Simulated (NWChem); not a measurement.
A series in which one site is exchanged, each optimised at PBE0/def2-SVP with NWChem, gas phase unless a solvent is named. Some are not confirmed as minima by frequencies. def2 effective core potentials on Sn; no spin-orbit coupling.

A: F[SiH](F)Cl (SiHClF₂; site = Si)
B: [F][GeH]([F])[Cl] (GeHClF2; site = Ge)
C: FC(F)Cl (CHClF$_{2}$; site = C)
D: [F][SnH]([F])[Cl] (SnHClF$_{2}$; site = Sn)

Problem. Rank them by static polarisability, PBE0/def2-SVPD (bohr³), lowest first.

Solution. C (30.7), A (37.6), B (41.8), D (49.8)
